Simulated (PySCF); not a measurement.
# Spinor energies of As¹⁰⁺ (arsenic, charge +10)

Start: [Ar] 3d5; 3d3/2 filled at m_j = -3/2, -1/2, +1/2, +3/2; 3d5/2 filled at m_j = +5/2. Calculated with PySCF 2.14 in an even-tempered Gaussian basis (17 s from 0.64 bohr⁻², ratio 2.8; 12 p from 0.83 bohr⁻², ratio 2.8; 8 d from 0.83 bohr⁻², ratio 2.8; 4 f from 3.7 bohr⁻², ratio 3): generalised Hartree-Fock with the X2C-1e Hamiltonian and a Gaussian nucleus; one run each with spin-orbit coupling (SO) switched off, then screened by Boettger's factors.

```csv
spinor shell,electrons,"ε, spin-free (eV)","ε, screened SO (eV)",weight of nominal j (screened SO),"rms radius, screened SO (bohr)"
1s1/2,2,-12205.6,-12205.4,1.000,0.0524
2s1/2,2,-1835.0,-1834.9,1.000,0.219
2p1/2,2,-1636.6,-1662.7,0.983,0.193
2p3/2,4,-1636.6,-1624.0,0.991,0.196
3s1/2,2,-457.30,-457.28,1.000,0.606
3p1/2,2,-390.62,-392.70,0.649,0.613
3p3/2,4,-390.62,-389.66,0.824,0.617
3d3/2,4,-299.00,-299.10,0.538,0.600
3d5/2,1,-299.00,-298.56,1.000,0.601
```

| quantity | spin-free | screened SO |
| --- | --- | --- |
| E (hartree) | -2219.52639 | -2219.62871 |
| M_J | 5/2 | 5/2 |
| ⟨J²⟩ | 8.751 | 8.751 |
| ⟨L²⟩ | 0.000 | 0.016 |
| ⟨S²⟩ | 8.751 | 8.718 |

Each row is a mean over spinors that exchange with the open shell spreads, by up to 26.355 eV (3p3/2).

Rows whose weight is well below 1 are mixtures of j = l ± 1/2: exchange outweighs spin-orbit coupling there, and the label is only the starting occupation.

Without spin-orbit coupling the j labels of p, d and f shells carry no meaning; the spin-free column gives the mean over the occupied spinors of each nl shell.
